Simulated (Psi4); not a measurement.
CH3AlF2, singlet, at a GFN2-xTB geometry (such geometries of metal compounds can be far from the true shape); WB97X-V/STO-3G (Psi4 1.11).

Here is a job for Psi4.
```
memory 2 GB

molecule mol {
0 1
  Al    0.051803    0.040118    0.002225
  C    -1.508056   -1.165732   -0.062339
  H    -1.306694   -2.038747   -0.683190
  H    -2.376647   -0.648902   -0.468207
  H    -1.760555   -1.537553    0.930633
  F     0.011008    1.601626   -0.529119
  F     1.524414   -0.412952    0.591994
}

set basis sto-3g
set reference rks

energy('wb97x-v')
print_variables()
```

What the program printed (banner, timings and long lists left out):

```
   => Loading Basis Set <=

    Name: STO-3G
    Role: ORBITAL
    Keyword: BASIS

         ---------------------------------------------------------
                                   SCF
               by Justin Turney, Rob Parrish, Andy Simmonett
                          and Daniel G. A. Smith
                              RKS Reference
         ---------------------------------------------------------

  ==> Geometry <==

    Molecular point group: c1
    Full point group: C1

    Geometry (in Angstrom), charge = 0, multiplicity = 1:

       Center              X                  Y                   Z               Mass
    ------------   -----------------  -----------------  -----------------  -----------------
         AL          -0.035509065699    -0.027609270520    -0.001324907200    26.981538530000
         C           -1.595368065699    -1.233459270520    -0.065888907200    12.000000000000
         H           -1.394006065699    -2.106474270520    -0.686739907200     1.007825032230
         H           -2.463959065699    -0.716629270520    -0.471756907200     1.007825032230
         H           -1.847867065699    -1.605280270520     0.927083092800     1.007825032230
         F           -0.076304065699     1.533898729480    -0.532668907200    18.998403162730
         F            1.437101934301    -0.480679270520     0.588444092800    18.998403162730

  Running in c1 symmetry.

  Rotational constants: A =      0.22364  B =      0.17533  C =      0.10008 [cm^-1]
  Rotational constants: A =   6704.69608  B =   5256.19754  C =   3000.34119 [MHz]
  Nuclear repulsion =  154.893407378116791

  Charge       = 0
  Multiplicity = 1
  Electrons    = 40
  Nalpha       = 20
  Nbeta        = 20

  ==> Algorithm <==

  SCF Algorithm Type is DF.
  DIIS enabled.
  MOM disabled.
  Fractional occupation disabled.
  Guess Type is SAD.
  Energy threshold   = 1.00e-06
  Density threshold  = 1.00e-06
  Integral threshold = 1.00e-12

  ==> Primary Basis <==

  Basis Set: STO-3G
    Blend: STO-3G
    Number of shells: 17
    Number of basis functions: 27
    Number of Cartesian functions: 27
    Spherical Harmonics?: true
    Max angular momentum: 1

  ==> DFT Potential <==

   => LibXC <=

    Version 7.1.2
    S. Lehtola, C. Steigemann, M. J. T. Oliveira, and M. A. L. Marques,  SoftwareX 7, 1–5 (2018) (10.1016/j.softx.2017.11.002)

   => Composite Functional: WB97X-V <=

    wB97X-V Hyb-GGA Exchange-Correlation Functional

    N. Mardirossian and M. Head-Gordon,  Phys. Chem. Chem. Phys. 16, 9904–9924 (2014) (10.1039/C3CP54374A)

    Deriv               =              1
    GGA                 =           TRUE
    Meta                =          FALSE

    Exchange Hybrid     =           TRUE
    MP2 Hybrid          =          FALSE

   => Exchange-Correlation Functionals <=

    1.0000   wB97X-V range-separated functional

   => Exact (HF) Exchange <=

    0.8330            HF,LR [omega = 0.3000]
    0.1670               HF

   => LibXC Density Thresholds  <==

    XC_HYB_GGA_XC_WB97X_V:  1.00E-14

   => VV10 Non-Local Parameters <=

    VV10 B              =     6.0000E+00
    VV10 C              =     1.0000E-02

   => Molecular Quadrature <=

    Radial Scheme          =       TREUTLER
    Pruning Scheme         =           NONE
    Nuclear Scheme         =       TREUTLER

    Blocking Scheme        =         OCTREE
    BS radius alpha        =              1
    Pruning alpha          =              1
    Radial Points          =             75
    Spherical Points       =            302
    Total Points           =         149752
    Total Blocks           =           1181
    Max Points             =            256
    Max Functions          =             26
    Weights Tolerance      =       1.00E-15

   => Loading Basis Set <=

    Name: (STO-3G AUX)
    Role: JKFIT
    Keyword: DF_BASIS_SCF

  ==> Integral Setup <==

  SCF_SUBTYPE=INCORE selected. In-core MEM_DF algorithm will be used.
  Using in-core AOs.

  ==> MemDFJK: Density-Fitted J/K Matrices <==

    J tasked:                   Yes
    K tasked:                   Yes
    wK tasked:                  Yes
    Omega:                3.000E-01
    Algorithm:                 Core
    Schwarz Cutoff:           1E-12
    Mask sparsity (%):       1.6461
    Fitting Condition:        1E-10

   => Auxiliary Basis Set <=

  Basis Set: (STO-3G AUX)
    Blend: DEF2-UNIVERSAL-JKFIT
    Number of shells: 131
    Number of basis functions: 411
    Number of Cartesian functions: 490
    Spherical Harmonics?: true
    Max angular momentum: 4

  Minimum eigenvalue in the overlap matrix is 2.3465943868E-01.
  Reciprocal condition number of the overlap matrix is 1.0346234599E-01.
    Using symmetric orthogonalization.

  ==> Pre-Iterations <==

  SCF Guess: Superposition of Atomic Densities via on-the-fly atomic UHF (no occupation information).

   -------------------------
    Irrep   Nso     Nmo
   -------------------------
     A         27      27
   -------------------------
    Total      27      27
   -------------------------

  ==> Iterations <==

                           Total Energy        Delta E     RMS |[F,P]|

   @DF-RKS iter SAD:  -473.35284194133271   -4.73353e+02   0.00000e+00
   @DF-RKS iter   1:  -475.60505319159540   -2.25221e+00   1.32637e-02 DIIS/ADIIS
   @DF-RKS iter   2:  -475.69647180471168   -9.14186e-02   8.56096e-03 DIIS/ADIIS
   @DF-RKS iter   3:  -475.73142677143113   -3.49550e-02   6.93573e-04 DIIS/ADIIS
   @DF-RKS iter   4:  -475.73171451703860   -2.87746e-04   2.37076e-04 DIIS/ADIIS
   @DF-RKS iter   5:  -475.73174690559381   -3.23886e-05   2.43212e-05 DIIS
   @DF-RKS iter   6:  -475.73174760833314   -7.02739e-07   6.93382e-06 DIIS
   @DF-RKS iter   7:  -475.73174767116541   -6.28323e-08   1.24305e-06 DIIS
   @DF-RKS iter   8:  -475.73174767369972   -2.53431e-09   2.23332e-07 DIIS
  Energy and wave function converged.

  ==> Post-Iterations <==

   Electrons on quadrature grid:
      Ntotal   =   39.9999181893 ; deviation = -8.181e-05

    Orbital Energies [Eh]
    ---------------------

    Doubly Occupied:

       1A    -55.428872     2A    -24.296834     3A    -24.296682
       4A    -10.014018     5A     -4.066436     6A     -2.550985
       7A     -2.547741     8A     -2.544968     9A     -1.115546
      10A     -1.101438    11A     -0.749821    12A     -0.448636
      13A     -0.445928    14A     -0.414698    15A     -0.329800
      16A     -0.319007    17A     -0.295768    18A     -0.251858
      19A     -0.250996    20A     -0.248028

    Virtual:

      21A      0.297666    22A      0.327139    23A      0.532405
      24A      0.607610    25A      0.626126    26A      0.642486
      27A      0.652385

    Final Occupation by Irrep:
              A
    DOCC [    20 ]
    NA   [    20 ]
    NB   [    20 ]

  @DF-RKS Final Energy:  -475.73174767369972

   => Energetics <=

    Nuclear Repulsion Energy =            154.8934073781167911
    One-Electron Energy =                -975.0152754187070059
    Two-Electron Energy =                 378.0302297885308462
    DFT Exchange-Correlation Energy =     -33.8091184252059449
    Empirical Dispersion Energy =           0.0000000000000000
    VV10 Nonlocal Energy =                  0.1690090035656325
    Total Energy =                       -475.7317476736997151

Computation Completed

Properties will be evaluated at   0.000000,   0.000000,   0.000000 [a0]

Properties computed using the SCF density matrix

 Multipole Moments:

 ------------------------------------------------------------------------------------
     Multipole            Electronic (a.u.)      Nuclear  (a.u.)        Total (a.u.)
 ------------------------------------------------------------------------------------

 L = 1.  Multiply by 2.5417464519 to convert [e a0] to [Debye]
 Dipole X            :          6.4642715           -6.5998262           -0.1355547
 Dipole Y            :          5.0135044           -5.1194284           -0.1059239
 Dipole Z            :          0.2632395           -0.2683303           -0.0050908
 Magnitude           :                                                    0.1721071

 ------------------------------------------------------------------------------------

  Variable Map:
  ----------------------------------------------------------------------------
  "CURRENT ENERGY"              =>    -475.731747673700
  "CURRENT REFERENCE ENERGY"    =>    -475.731747673700
  "DD SOLVATION ENERGY"         =>       0.000000000000
  "DFT FUNCTIONAL TOTAL ENERGY" =>    -475.731747673700
  "DFT TOTAL ENERGY"            =>    -475.731747673700
  "DFT VV10 ENERGY"             =>       0.169009003566
  "DFT XC ENERGY"               =>     -33.809118425206
  "GRID ELECTRONS ALPHA"        =>      19.999959094651
  "GRID ELECTRONS BETA"         =>      19.999959094651
  "GRID ELECTRONS TOTAL"        =>      39.999918189301
  "NUCLEAR REPULSION ENERGY"    =>     154.893407378117
  "ONE-ELECTRON ENERGY"         =>    -975.015275418707
  "PCM POLARIZATION ENERGY"     =>       0.000000000000
  "PE ENERGY"                   =>       0.000000000000
  "SCF ITERATION ENERGY"        =>    -475.731747673700
  "SCF ITERATIONS"              =>       8.000000000000
  "SCF TOTAL ENERGY"            =>    -475.731747673700
  "TWO-ELECTRON ENERGY"         =>     378.030229788531
  "XC GRID RADIAL POINTS"       =>      75.000000000000
  "XC GRID SPHERICAL POINTS"    =>     302.000000000000
  "XC GRID TOTAL POINTS"        =>  149752.000000000000

  Array Variable Map:
  ----------------------------------------------------------------------------
  "CURRENT DIPOLE"              =>      -0.135554672229 ... -0.005090833676 1 by 3
  "SCF DIPOLE"                  =>      -0.135554672229 ... -0.005090833676 1 by 3
  "SCF TOTAL ENERGIES"          =>    -473.352841941333 ... -475.731747673700 1 by 9
```
